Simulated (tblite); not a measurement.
Start geometry of `NC(=O)C1=C[SiH2]C1([SiH3])[SiH3]` from a force field or distance geometry (Å):
```
atom  x, y, z in Å
N1     2.6242    1.0205   -1.6973
C2     1.3085    1.1054   -1.1478
O3     0.6230    2.1346   -1.2609
C4     0.7318   -0.0331   -0.3942
C5     1.1660   -1.2218   -0.0707
Si6   -0.2357   -1.9117    0.8499
C7    -0.5427   -0.2103    0.2642
Si8   -1.9729   -0.2638   -0.9711
Si9   -0.9506    1.0456    1.5966
H10    3.4140    1.0247   -1.0154
H11    2.8298    0.9641   -2.6977
H12    2.1470   -1.7016   -0.3185
H13   -0.9695   -2.9959    0.2055
H14   -0.0178   -2.0919    2.2919
H15   -1.4758    0.3866   -2.2113
H16   -3.1565    0.4102   -0.4115
H17   -2.2440   -1.6623   -1.3478
H18   -1.9658    0.3989    2.4518
H19    0.1985    1.3354    2.4658
H20   -1.5167    2.2772    1.0057
```

Task: What comes out of this run: GFN2-xTB geometry optimisation, gas phase (tblite 0.8.0)?

Result: 
```
atom  x, y, z in Å
N1     2.313    0.891   -1.740
C2     1.295    1.019   -0.859
O3     0.839    2.103   -0.534
C4     0.757   -0.217   -0.281
C5     1.334   -1.388    0.047
Si6   -0.183   -1.975    1.004
C7    -0.638   -0.240    0.258
Si8   -1.915   -0.242   -1.145
Si9   -0.899    1.260    1.414
H10    2.674   -0.011   -1.990
H11    2.727    1.715   -2.143
H12    2.352   -1.695   -0.138
H13   -0.889   -3.148    0.491
H14   -0.010   -2.029    2.453
H15   -1.850    0.987   -1.936
H16   -3.254   -0.407   -0.577
H17   -1.633   -1.368   -2.051
H18   -1.894    0.786    2.399
H19    0.333    1.536    2.151
H20   -1.463    2.435    0.766
```

The energy falls by 198.8 kJ/mol over 137 L-BFGS steps, the largest force on an atom goes from 6.58 to 0.008 eV/Å, and the atoms move by 0.606 Å rms after alignment. The bond that changes most is Si6–C7 (SiH2 silicon to sp3 carbon bound to silicon), which lengthens by 0.117 Å. Bonds longer at the end by more than 0.005 Å: 6 of 20; shorter: 11. Among the angles that change most is C5–C4–C7, from 93.9° to 107.3°. Among the dihedrals that turn most is H11–N1–C2–O3, from -71° to 1°. Rotational constants go from 1268, 827.2, 730.3 to 1158, 899.6, 771.0 MHz. The orientation of the end geometry is arbitrary; only internal coordinates are fixed.

On one thread of an Arm Neoverse V1, no GPU, shared host, this took 1.6 s wall.

Its GFN2-xTB frequencies are all real (lowest 62 cm⁻¹). The numbers are those of one conformer. 2 starts were optimised and ended at 0.00 and 0.79 kcal/mol (GFN2-xTB); the lowest of these is shown.

These are computed values.
